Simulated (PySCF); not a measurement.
A GIAO shielding run with PySCF 2.14 (density fitting, non-relativistic, gas phase) on `CC(=O)/C=C(/[O-])CC#N`, [C₆H₆NO₂]-:

```
{"job": {"kind": "nmr", "xc": "PBE0", "basis": "pcSseg-1"}, "charge": -1, "multiplicity": 1}
C     -2.483023     0.038448     0.715396
C     -1.036864    -0.336236     0.353737
O     -0.591238    -1.416694     0.785308
C     -0.393681     0.605756    -0.460353
C      0.905616     0.579571    -0.982733
O      1.363609     1.392286    -1.796121
C      1.826559    -0.581650    -0.500064
C      2.787316    -0.091424     0.427750
N      3.563949     0.306724     1.175783
H     -2.500755     0.992322     1.240304
H     -2.912279    -0.731439     1.354161
H     -3.085245     0.130735    -0.187420
H     -0.990579     1.454934    -0.773996
H      2.344067    -1.004418    -1.365916
H      1.198136    -1.330925    -0.007749
```

Hardware: 1 thread of an Arm Neoverse V1, shared host. The job also computes population analyses, field gradients.

(1) How large is the calculation?

(2) How long does it take?

## Answers

(1) 66 electrons, 183 basis functions and 940 auxiliary functions.

(2) 27 s of wall time, with 15 SCF cycles and 5 response iterations. Times on a shared host scatter by some tens of per cent.
